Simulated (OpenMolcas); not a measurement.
# A ladder of methods for GaGeH5 (SMILES [GaH2][GeH3])

GaGeH5: 7 atoms, total charge 0, spin state singlet. SMILES: `[GaH2][GeH3]`. The coordinates come from a PBE0-D4/def2-TZVP relaxation.

Each level gives the dipole moment (D). The values are calculated.

```json
{"level": "SVWN5/def2-SVPD", "kind": "LDA", "program": "OpenMolcas", "value (D)": "0.23", "CPU time": "33 s"}
{"level": "BLYP/def2-SVPD", "kind": "GGA", "program": "OpenMolcas", "value (D)": "0.26", "CPU time": "46 s"}
{"level": "revPBE/def2-SVPD", "kind": "GGA", "program": "OpenMolcas", "value (D)": "0.25", "CPU time": "43 s"}
{"level": "M06-L/def2-SVPD", "kind": "meta-GGA", "program": "OpenMolcas", "value (D)": "0.25", "CPU time": "62 s"}
{"level": "r2SCAN/def2-SVPD", "kind": "meta-GGA", "program": "OpenMolcas", "value (D)": "0.26", "CPU time": "60 s"}
{"level": "B3LYP/def2-SVPD", "kind": "global hybrid", "program": "OpenMolcas", "value (D)": "0.28", "CPU time": "48 s"}
{"level": "BHLYP/def2-SVPD", "kind": "global hybrid", "program": "OpenMolcas", "value (D)": "0.31", "CPU time": "46 s"}
{"level": "M06-2X/def2-SVPD", "kind": "hybrid meta-GGA", "program": "OpenMolcas", "value (D)": "0.30", "CPU time": "58 s"}
```

All-electron rows without a relativistic Hamiltonian named are non-relativistic. The values span 0.23 to 0.31 D. Magnitudes only. CPU times are rough (shared hosts, several kinds of processor and program).
